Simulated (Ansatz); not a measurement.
Start from `CC(=O)O[Si](Cl)(OC(C)=O)OC(C)=O` and change one atom or group to get `CC(=O)O[Si](F)(OC(C)=O)OC(C)=O`.

Ansatz, PBE0-D4/def2-TZVP geometries, multiplicity 1. Each molecule was computed in one conformer, which needn't be the lowest.

```
                               property  `CC(=O)O[Si](Cl)(OC(C)=O)OC(C)=O`
     LUMO energy (PBE0/def2-TZVPP) / eV                              -0.41
HOMO–LUMO gap (ωB97M-V/def2-TZVPP) / eV                              12.56
   HOMO–LUMO gap (PBE0/def2-TZVPP) / eV                               7.87
    HOMO–LUMO gap (PBE/def2-TZVPP) / eV                               5.05
  HOMO–LUMO gap (B3LYP/def2-TZVPP) / eV                               7.34
  HOMO energy (ωB97M-V/def2-TZVPP) / eV                             -10.72
```

Q: Give the same properties after the change, and the shifts. (An estimate is asked.)

A: Computed: 
```csv
property,`CC(=O)O[Si](F)(OC(C)=O)OC(C)=O`,shift
LUMO energy (PBE0/def2-TZVPP) / eV,-0.44,-0.03
HOMO–LUMO gap (ωB97M-V/def2-TZVPP) / eV,12.60,0.04
HOMO–LUMO gap (PBE0/def2-TZVPP) / eV,7.90,0.03
HOMO–LUMO gap (PBE/def2-TZVPP) / eV,5.07,0.02
HOMO–LUMO gap (B3LYP/def2-TZVPP) / eV,7.36,0.02
HOMO energy (ωB97M-V/def2-TZVPP) / eV,-10.77,-0.05
```

B3LYP here is the variant with VWN-RPA as its local correlation; programs differ in this.
